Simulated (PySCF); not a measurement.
Species: C₇H₈ClP.
Bonds: C1–P2, P2–C3, C3–C4 (aromatic), C4–C5 (aromatic), C5–C6 (aromatic), C6–Cl7, C6–C8 (aromatic), C8–C9 (aromatic), C3–C9 (aromatic). Hydrogens: H10, H11, H12 on C1; H13 on P2; H14 on C4; H15 on C5; H16 on C8; H17 on C9.

Probes without a nucleus sit at each ring's centroid and 1 Å off its mean plane on both sides; NICS is minus the shielding there, NICSzz its component along the normal. Level: GIAO B3LYP/pcSseg-1 (PySCF, non-relativistic, gas phase) on the PBE0-D3(BJ)/def2-SVP geometry, one conformer.

Ring bond lengths (Å): C3–C4 1.401, C4–C5 1.392, C5–C6 1.394, C6–C8 1.394, C8–C9 1.392, C9–C3 1.401.

Question: What do the NICS probes read (ppm)?

Answer: 
```tsv
ring	type	NICS(0)	NICS(1), two faces	NICS(1)zz, two faces	rms pucker (Å)	centre to ring atoms, mean (Å)
C3–C4–C5–C6–C8–C9	6-membered carbocycle; formal bonds all aromatic	-8.8	-10.9 / -10.8	-26.5 / -25.8	0.00	1.40
```

Question: What can be read from them?

Answer: 
- C3–C4–C5–C6–C8–C9: mean NICS(1)zz -26.1 ppm, shielded. For a flat ring without four-coordinate atoms the NICS criterion counts such a value as aromatic.

Question: How equal are the bonds by HOMA? HOMA = 1 − mean of α(R − Ropt)² over the ring bonds, with Krygowski's 1993 parameters (CC: Ropt 1.388 Å, α 257.7 Å⁻²).

Answer: 
- C3–C4–C5–C6–C8–C9: HOMA 0.98 = 1 − EN − GEO, with mean bond length 1.396 Å, EN = α(Ropt − mean)² = 0.016 and GEO = α × variance = 0.004. The geometric and the magnetic index point the same way.

Question: What is the mean of the two in-plane components of NICS at the second NICS(1) probe listed for ring C3–C4–C5–C6–C8–C9, 1 Å off the ring?

Answer: The isotropic value is a third of the trace: (3 × -10.8 − (-25.8))/2 = -3.3 ppm.

Question: How shielded are the nuclei of the rings and their hydrogens (means over atoms taken as equivalent)?

Answer: 
| atoms | environment | σ isotropic (ppm) | principal values of the symmetric part, first atom (ppm) |
| --- | --- | --- | --- |
| C3 | substituted aromatic carbon | 33.8 | -55.6, -16.5, 173.6 |
| C4 (×2) | aromatic CH carbon | 37.4 | -73.1, 31.3, 155.7 |
| C5 (×2) | aromatic CH carbon | 44.0 | -55.6, 40.0, 148.3 |
| C6 | aromatic C–Cl carbon | 30.8 | -68.6, 42.3, 118.7 |
| H14 (×2) | aromatic hydrogen | 23.92 | 19.9, 23.1, 28.9 |
| H15 (×2) | aromatic hydrogen | 24.13 | 19.9, 23.7, 28.8 |

Question: How do the values depend on the level or the medium?

Answer: 
| level | NICS(0), C3–C4–C5–C6–C8–C9 | mean NICS(1)zz, C3–C4–C5–C6–C8–C9 |
| --- | --- | --- |
| B3LYP/pcSseg-1, gas | -8.8 | -26.1 |
| PBE0/pcSseg-1, gas | -8.9 | -26.5 |
| PBE0/pcSseg-1, IEF-PCM chloroform | -8.8 | -26.6 |

The geometry is the same throughout; the continuum's cavity takes Bondi-type radii × 1.2.

Conformer computed: `[CH3:1][PH:2][c:3]1[cH:4][cH:5][c:6]([Cl:7])[cH:8][cH:9]1`: C1–P2–C3–C4 -96°.
